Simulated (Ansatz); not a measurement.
Geometry optimisation, RKS B3LYP-D4/def2-SVP (Ansatz 0.2.0).

input.yaml

```yaml
crystal:
  periodic: [false, false, false]
  atoms:
    - { symbol: W, position_ang: [0.141206, 0.100246, -0.384403] }
    - { symbol: O, position_ang: [-0.063251, 0.465994, 2.714946] }
    - { symbol: H, position_ang: [-0.689339, 1.202911, 2.812304] }
    - { symbol: H, position_ang: [0.836155, -1.02978, 0.667894] }
    - { symbol: F, position_ang: [-1.238601, 1.199771, 0.179814] }
    - { symbol: H, position_ang: [-0.741538, -1.095689, 0.423516] }
    - { symbol: F, position_ang: [0.311116, -1.356839, -1.522012] }
    - { symbol: F, position_ang: [0.284989, 0.977176, -2.072936] }
    - { symbol: Br, position_ang: [2.223008, 1.273771, 0.472182] }
    - { symbol: H, position_ang: [0.820455, 0.89134, 2.807496] }
basis:
  gaussian: { orbitals: def2-SVP }
hamiltonian:
  xc: b3lyp
  dispersion: d4
relax:
  f_tol: 0.03
  max_steps: 50
```

Run as:

```bash
$ ansatz run input.yaml --threads 4 --pin off --max-ram 5120MiB --backend cpu --events-out ev --progress --plain --runs-dir out
```

Problem. Where does it end, and by what steps?

Solution. The run converged. After 11 steps the energy has fallen by 0.441 eV; O2 moved furthest, 0.57 Å. Joined: W1–O2 (3.13 → 2.27 Å).

```tsv
step	energy less start (eV)	largest force component (eV/Å)	accepted
0	0.0000	0.821	yes
1	-0.0691	1.253	yes
2	-0.2181	1.029	yes
3	-0.3604	0.829	yes
4	-0.3616	1.041	yes
5	-0.4229	0.376	yes
6	-0.4333	0.162	yes
7	-0.4373	0.107	yes
8	-0.4395	0.136	yes
9	-0.4405	0.050	yes
10	-0.4407	0.032	yes
11	-0.4408	0.018	yes
```

```xyz
10
Properties=species:S:1:pos:R:3
W 0.157 0.148 -0.086
O -0.001 0.537 2.149
H -0.760 1.109 2.353
H 0.910 -1.100 0.776
F -1.424 1.118 0.296
H -0.715 -1.123 0.616
F 0.271 -1.207 -1.350
F 0.249 1.158 -1.705
Br 2.399 1.104 0.471
H 0.798 0.885 2.579
```

Whether the end is a true minimum wasn't checked by a vibrational analysis.

The run took 39 s on 4 threads of Arm Neoverse V2 (shared host), peak memory 0.46 GiB.
